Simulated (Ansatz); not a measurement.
Coupled-cluster diagnostics for Zn(SiH3)2 (ZnSi2H6), Ansatz.

Geometry of the singlet (PBE-D4/def2-SVP):

| atom | x (Å) | y (Å) | z (Å) |
| --- | --- | --- | --- |
| Zn1 | 0.003 | 0.003 | -0.014 |
| Si2 | 2.226 | -0.839 | 0.235 |
| H3 | 2.301 | -2.329 | -0.004 |
| H4 | 2.769 | -0.597 | 1.624 |
| H5 | 3.198 | -0.198 | -0.727 |
| Si6 | -2.225 | 0.840 | -0.240 |
| H7 | -2.748 | 0.717 | -1.652 |
| H8 | -2.326 | 2.301 | 0.131 |
| H9 | -3.198 | 0.101 | 0.648 |

Correlated methods freeze 19 core orbitals.

Question: Estimate the CCSD(T) correlation energy, the shares of MP2 and (T), T1 and the reference's ⟨S²⟩ for: charge 0, singlet, own geometry in def2-TZVPP; and the rough time on 4 threads of Arm Neoverse V2 on a shared host.

Answer: 
```
                          state       basis  correlation (eV)  MP2 share (%)  (T) share (%)     T1  ⟨S²⟩ (pure)  wall time
charge 0, singlet, own geometry  def2-TZVPP           -21.704           96.3            3.1  0.014  0.00 (0.00)       53 s
```
Customary marks for T1 are 0.02 (closed shells), 0.045 (open shells) and about 0.05 (3d metals). T1 stays under 0.02 throughout.
